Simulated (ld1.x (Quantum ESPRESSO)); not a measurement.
## Ranking TM potentials for S (Z = 16)

All share these settings but for the change named:

- Element: S
- Generator: ld1.x (Quantum ESPRESSO) 7.5
- Type: norm-conserving Troullier–Martins (Kleinman–Bylander form)
- Functional: PBE
- Relativity: non-relativistic
- Frozen core: [Ne]
- Valence charge: 6
- Reference configuration: 3s2 3p3 (charge +1)
- Partial waves: 3p (bound): rc 1.65 bohr; 3s (bound): rc 1.35 bohr
- Local potential: the s channel
- Core correction: none

Cutoff: the first of the cutoffs (Ry, on a coarse ladder) from which the occupation-weighted sum of valence levels, in a spherical-Bessel basis at the reference potential, stays within 10 and 1 mRy of its value at 400 Ry; the density cutoff is not measured.

The base gives 40 Ry.

Of 9 variants that were run, those that failed, showed a ghost or another fault, or gave nearly equal values are left out.

A variant can come out equal or close to the base.

Rank these variants from softest to hardest (loose cutoff).
A. all radii scaled by about 1.25 (s 1.68, p 2.06 bohr)
B. all radii scaled by about 1.36 (s 1.84, p 2.24 bohr)
C. all radii scaled by about 1.09 (s 1.48, p 1.80 bohr)
D. all radii scaled by about 1.31 (s 1.76, p 2.16 bohr)
E. all radii scaled by about 0.81 (s 1.10, p 1.34 bohr)

B (21 Ry), D (25 Ry), A (35 Ry), C (40 Ry), E (70 Ry).
